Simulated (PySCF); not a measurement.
A structure optimised at PBE0-D3(BJ)/def2-SVP, used in a PySCF frequency run:

```
B
O 1 1.3505
H 2 0.9617 1 115.13
Se 1 1.9543 2 115.51 3 180.00
H 4 1.4698 1 95.21 2 180.00
Se 1 1.9615 2 125.35 3 0.00
H 6 1.4736 1 96.02 2 0.00
```
Charge 0, spin multiplicity 1.

Write its SMILES, formula and point group.

OB([SeH])[SeH], BH3OSe2, Cs

What are its rotational constants (standard atomic weights)?

5.2933, 1.1019, 0.91204 GHz
